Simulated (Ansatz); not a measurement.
Molecule (SMILES): [B]=N (B-NH), doublet.
Atoms: B1, N2, H3. Bonds: B1-N2, N2-H3.

Basis-set convergence of the highest harmonic wavenumber at HF with Ansatz (a quantum-chemistry and plane-wave program). Each level at its own minimum, finite differences of forces, unscaled; the reference is a large set that could be run, not a limit. Cartesian d functions, on some or all atoms, in 6-31G*, 6-31+G*; all else is spherical. The program fits the integrals of some runs and decomposes those of others, by size. Open shells are unrestricted. No added dispersion term, no relativity. Reference: the value in def2-QZVPPD, 4073 cm⁻¹. Deviations are taken from unrounded values.

```csv
basis,functions,highest harmonic wavenumber (cm⁻¹)
6-31G*,32,4114
6-31+G*,40,4103
cc-pVDZ,33,4070
aug-cc-pVDZ,55,4064
def2-SVP,33,4077
def2-SVPD,48,4066
pcseg-1,33,4078
aug-pcseg-1,55,4075
6-311G**,42,4080
6-311+G**,50,4076
def2-TZVP,68,4066
def2-TZVPD,83,4062
cc-pVTZ,74,4076
aug-cc-pVTZ,115,4071
pcseg-2,74,4078
aug-pcseg-2,115,4076
def2-TZVPP,76,4077
def2-TZVPPD,91,4076
def2-QZVPP,144,4074
def2-QZVPPD,159,4073
```

What the diffuse functions change, pair by pair:
- 6-31G* to 6-31+G*: 8 more functions, deviation 41 to 30 cm⁻¹
- cc-pVDZ to aug-cc-pVDZ: 22 more functions, deviation -3 to -10 cm⁻¹
- def2-SVP to def2-SVPD: 15 more functions, deviation 3 to -7 cm⁻¹
- pcseg-1 to aug-pcseg-1: 22 more functions, deviation 4 to 1 cm⁻¹
- 6-311G** to 6-311+G**: 8 more functions, deviation 6 to 2 cm⁻¹
- def2-TZVP to def2-TZVPD: 15 more functions, deviation -8 to -11 cm⁻¹
- cc-pVTZ to aug-cc-pVTZ: 41 more functions, deviation 3 to -3 cm⁻¹
- pcseg-2 to aug-pcseg-2: 41 more functions, deviation 5 to 3 cm⁻¹
- def2-TZVPP to def2-TZVPPD: 15 more functions, deviation 4 to 3 cm⁻¹
- def2-QZVPP to def2-QZVPPD: 15 more functions, deviation 0 to 0 cm⁻¹

Leaving out the reference's own pair, they bring the value nearer the reference by more than 1 cm⁻¹ in 4 of 9 pairs.
